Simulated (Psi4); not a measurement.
Psi4 input (wB97X-D/6-31G*):

```
memory 1500 MB

molecule {
-1 1
S    -0.00000000   -0.00000000   -0.57933392
F     0.00000000    0.00000000    1.02992697
symmetry c1
no_reorient
no_com
}

set {
  basis 6-31G*
  reference rks
  scf_type pk
  dft_radial_points 99
  dft_spherical_points 590
  e_convergence 1e-8
  d_convergence 1e-7
  maxiter 150
}

e = energy('wb97x-d')
print_out(f'\nFINAL {e:.10f} DIPOLE {variable("CURRENT DIPOLE")[0]:.6f} {variable("CURRENT DIPOLE")[1]:.6f} {variable("CURRENT DIPOLE")[2]:.6f}\n')
```

Problem. Predict the final energy.

Solution. -497.95751 Eh.
